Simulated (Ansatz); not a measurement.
## Nudged elastic band run: ClGaH₇NSi

input.yaml

```yaml
crystal:
  periodic: [false, false, false]
  atoms:
    - { symbol: Ga, position_ang: [0.020503, -0.448296, -0.063061] }
    - { symbol: Cl, position_ang: [0.112172, -1.502426, 1.842745] }
    - { symbol: "N", position_ang: [1.632663, -0.377064, -0.913207] }
    - { symbol: H, position_ang: [2.496741, -0.60612, -0.427655] }
    - { symbol: H, position_ang: [1.7972, 0.186544, -1.743795] }
    - { symbol: H, position_ang: [-1.352572, -0.02671, -0.669758] }
    - { symbol: Si, position_ang: [0.0946, 3.133373, 1.250909] }
    - { symbol: H, position_ang: [0.811631, 3.570288, 2.486021] }
    - { symbol: H, position_ang: [0.837636, 3.5815, 0.034222] }
    - { symbol: H, position_ang: [-1.296339, 3.678008, 1.231756] }
    - { symbol: H, position_ang: [0.024467, 1.632504, 1.237022] }
basis:
  gaussian: { orbitals: def2-mTZVP }
hamiltonian:
  xc: pbe
  dispersion: d4
neb:
  order_check: false
  images: 4
  f_tol: 0.03
  max_iterations: 60
  climbing: false
  final_atoms:
    - { symbol: Ga, position_ang: [-0.03367785, 0.56481701, -0.3157306] }
    - { symbol: Cl, position_ang: [0.51655767, -0.46475847, 2.6854032] }
    - { symbol: "N", position_ang: [1.4511366, 0.05862911, -1.27170202] }
    - { symbol: H, position_ang: [1.55991768, -0.86068213, -1.69463942] }
    - { symbol: H, position_ang: [2.33462785, 0.56229592, -1.24342539] }
    - { symbol: H, position_ang: [-1.28148652, -0.39238915, -0.40248141] }
    - { symbol: Si, position_ang: [0.07906935, 2.76393813, 0.67795714] }
    - { symbol: H, position_ang: [-0.2217183, 2.69301232, 2.15872373] }
    - { symbol: H, position_ang: [1.44496316, 3.37930814, 0.56623579] }
    - { symbol: H, position_ang: [-0.90799998, 3.74072244, 0.10783675] }
    - { symbol: H, position_ang: [0.23731235, 0.77670769, 2.99702123] }
  initial_path:
    images:
      - { positions_ang: [[0.020503, -0.448296, -0.063061], [0.112172, -1.502426, 1.842745], [1.632663, -0.377064, -0.913207], [2.496741, -0.60612, -0.427655], [1.7972, 0.186544, -1.743795], [-1.352572, -0.02671, -0.669758], [0.0946, 3.133373, 1.250909], [0.811631, 3.570288, 2.486021], [0.837636, 3.5815, 0.034222], [-1.296339, 3.678008, 1.231756], [0.024467, 1.632504, 1.237022]] }
      - { positions_ang: [[0.01097783, -0.26721454, -0.04147059], [0.06240977, -0.9063312, 2.1379856], [1.64815448, -0.2246852, -0.93526166], [2.35212015, -0.72937199, -0.74636733], [1.92924312, 0.48061765, -1.54191638], [-1.35561774, -0.01006808, -0.72134027], [0.10543287, 2.87664342, 1.08518764], [0.76434571, 3.15079017, 2.36345389], [0.88742792, 3.45766755, -0.00623563], [-1.26626069, 3.43241651, 1.08591289], [0.04046858, 1.56113673, 1.58525084]] }
      - { positions_ang: [[0.00145267, -0.08613309, -0.01988017], [0.01264754, -0.3102364, 2.43322619], [1.66364595, -0.0723064, -0.95731632], [2.20749931, -0.85262399, -1.06507965], [2.06128625, 0.77469129, -1.34003777], [-1.35866348, 0.00657384, -0.77292255], [0.11626574, 2.61991383, 0.91946628], [0.71706043, 2.73129234, 2.24088678], [0.93721983, 3.3338351, -0.04669326], [-1.23618239, 3.18682502, 0.94006979], [0.05647015, 1.48976946, 1.93347967]] }
      - { positions_ang: [[-0.0093835, 0.11648951, -0.07041409], [0.09352467, -0.1027029, 2.60175783], [1.62734067, 0.01483222, -1.02901532], [2.02013465, -0.90353641, -1.31847654], [2.16877182, 0.84984167, -1.23996385], [-1.34444638, -0.066562, -0.71946723], [0.11315961, 2.54602686, 0.80487591], [0.51039057, 2.5558372, 2.17542733], [1.05868527, 3.29339673, 0.0597095], [-1.15851458, 3.1993679, 0.71528594], [0.09903922, 1.3186102, 2.28547952]] }
      - { positions_ang: [[-0.02153068, 0.34065326, -0.19307235], [0.30504117, -0.28373068, 2.64358052], [1.53923864, 0.03673067, -1.15035867], [1.79002617, -0.88210927, -1.50655798], [2.25169983, 0.7060688, -1.24169462], [-1.31296645, -0.22947557, -0.56097432], [0.09611448, 2.65498249, 0.74141653], [0.14433613, 2.62442476, 2.16707553], [1.25182421, 3.33635244, 0.31297265], [-1.03325728, 3.47004517, 0.41156135], [0.16817579, 1.04765895, 2.64125037]] }
      - { positions_ang: [[-0.03367785, 0.56481701, -0.3157306], [0.51655767, -0.46475847, 2.6854032], [1.4511366, 0.05862911, -1.27170202], [1.55991768, -0.86068213, -1.69463942], [2.33462785, 0.56229592, -1.24342539], [-1.28148652, -0.39238915, -0.40248141], [0.07906935, 2.76393813, 0.67795714], [-0.2217183, 2.69301232, 2.15872373], [1.44496316, 3.37930814, 0.56623579], [-0.90799998, 3.74072244, 0.10783675], [0.23731235, 0.77670769, 2.99702123]] }
```

Run as:

```bash
$ ansatz run input.yaml --threads 4 --pin off --max-ram 5120MiB --backend cpu --events-out ev --progress --plain --runs-dir out
```

Output, in part (warnings, iteration lines, the closing report on the highest movable image, with atoms numbered from 0):

```
NEB end point (image 0): max|allowed force component| = 1.158e-2 eV/Å (the criterion of neb.relax_end_points is 1.000e-2)
NEB end point (image 5): max|allowed force component| = 8.223e-3 eV/Å (the criterion of neb.relax_end_points is 1.000e-2)
NEB iter   1: max|band force component| = 7.535e0 eV/Å  barrier→ = 3.0640 eV  barrier← = 2.0410 eV  Δτ_max = 0.2000 Å  (174 SCF iters)
NEB iter   2: max|band force component| = 1.288e0 eV/Å  barrier→ = 2.0727 eV  barrier← = 1.0498 eV  Δτ_max = 0.2000 Å  (132 SCF iters)
NEB iter   3: max|band force component| = 1.082e0 eV/Å  barrier→ = 1.5161 eV  barrier← = 0.4931 eV  Δτ_max = 0.2000 Å  (128 SCF iters)
NEB iter   4: max|band force component| = 8.748e-1 eV/Å  barrier→ = 1.3770 eV  barrier← = 0.3540 eV  Δτ_max = 0.1984 Å  (117 SCF iters)
NEB iter   5: max|band force component| = 5.589e-1 eV/Å  barrier→ = 1.3431 eV  barrier← = 0.3201 eV  Δτ_max = 0.1972 Å  (114 SCF iters)
NEB iter   6: max|band force component| = 3.351e-1 eV/Å  barrier→ = 1.2818 eV  barrier← = 0.2588 eV  Δτ_max = 0.1968 Å  (114 SCF iters)
NEB iter   7: max|band force component| = 5.300e-1 eV/Å  barrier→ = 1.2185 eV  barrier← = 0.1956 eV  Δτ_max = 0.1000 Å  (115 SCF iters)
NEB iter   8: max|band force component| = 2.678e-1 eV/Å  barrier→ = 1.1659 eV  barrier← = 0.1430 eV  Δτ_max = 0.1011 Å  (113 SCF iters)
NEB iter   9: max|band force component| = 1.631e-1 eV/Å  barrier→ = 1.1313 eV  barrier← = 0.1083 eV  Δτ_max = 0.1010 Å  (116 SCF iters)
NEB iter  10: max|band force component| = 1.809e-1 eV/Å  barrier→ = 1.1072 eV  barrier← = 0.0843 eV  Δτ_max = 0.0500 Å  (115 SCF iters)
NEB iter  11: max|band force component| = 1.226e-1 eV/Å  barrier→ = 1.0951 eV  barrier← = 0.0722 eV  Δτ_max = 0.0500 Å  (114 SCF iters)
NEB iter  12: max|band force component| = 1.085e-1 eV/Å  barrier→ = 1.0883 eV  barrier← = 0.0653 eV  Δτ_max = 0.0500 Å  (114 SCF iters)
NEB iter  13: max|band force component| = 8.171e-2 eV/Å  barrier→ = 1.0827 eV  barrier← = 0.0598 eV  Δτ_max = 0.1001 Å  (115 SCF iters)
NEB iter  14: max|band force component| = 8.273e-2 eV/Å  barrier→ = 1.0767 eV  barrier← = 0.0537 eV  Δτ_max = 0.0500 Å  (113 SCF iters)
NEB iter  15: max|band force component| = 9.199e-2 eV/Å  barrier→ = 1.0724 eV  barrier← = 0.0495 eV  Δτ_max = 0.0250 Å  (115 SCF iters)
NEB iter  16: max|band force component| = 6.270e-2 eV/Å  barrier→ = 1.0707 eV  barrier← = 0.0477 eV  Δτ_max = 0.0250 Å  (111 SCF iters)
NEB iter  17: max|band force component| = 4.521e-2 eV/Å  barrier→ = 1.0694 eV  barrier← = 0.0465 eV  Δτ_max = 0.0501 Å  (118 SCF iters)
NEB iter  18: max|band force component| = 2.898e-2 eV/Å  barrier→ = 1.0675 eV  barrier← = 0.0446 eV  Δτ_max = 0.0000 Å  (228 SCF iters)
Total energy: -74364.28826038 eV, -2732.8371876439 hartree
Atom 0 at     0.009813     0.639749    -0.452578 Å, force     0.022504     0.043026    -0.029069 eV/Å
Atom 1 at    -0.264913    -0.384738     2.447027 Å, force     0.002826     0.021553     0.025037 eV/Å
Atom 2 at     1.667971    -0.061337    -0.838435 Å, force    -0.006071    -0.025679    -0.010966 eV/Å
Atom 3 at     1.792195    -0.998051    -1.218713 Å, force     0.008783     0.021642     0.013119 eV/Å
Atom 4 at     2.536948     0.295223    -0.446108 Å, force    -0.019039     0.003378    -0.028122 eV/Å
Atom 5 at    -1.234416    -0.134344    -1.026975 Å, force    -0.002993    -0.019143    -0.005802 eV/Å
Atom 6 at     0.041549     2.812491     0.607392 Å, force    -0.015213    -0.007962    -0.053791 eV/Å
Atom 7 at     1.199219     2.924177     1.571073 Å, force    -0.002233    -0.029278     0.003980 eV/Å
Atom 8 at     0.188909     3.939262    -0.370230 Å, force     0.009852     0.044305     0.003052 eV/Å
Atom 9 at    -1.191258     3.072615     1.423857 Å, force    -0.006493    -0.001023    -0.015292 eV/Å
Atom 10 at     0.432685     0.716555     2.568888 Å, force     0.008077    -0.050820     0.097855 eV/Å
Dipole moment:     0.277800    -0.076164     0.129748 e Å
```

The forces met the threshold. No image climbed, so the highest image needn't sit at the top of the path. The orbitals stay closed-shell, which can raise the energy where a bond breaks towards radicals; this wasn't checked here.

Final band (atoms are numbered from 1 in the order of the input):

```
image  path coordinate (Å)  energy (kJ/mol)  Ga1–Cl2 (Å)  Si7–H11 (Å)  Ga1–Si7 (Å)
    0                 0.00              0.0         2.18         1.50         3.82
    1                 1.66             16.7         2.20         1.51         3.35
    2                 3.31            102.4         2.33         1.63         2.89
    3                 4.97            103.0         3.09         2.90         2.42
    4                 6.63             99.7         3.19         3.10         2.42
    5                 8.29             98.7         3.22         3.06         2.42
```

The run took 87 s on 4 threads of Arm Neoverse V2 (shared host), peak memory 0.19 GiB.
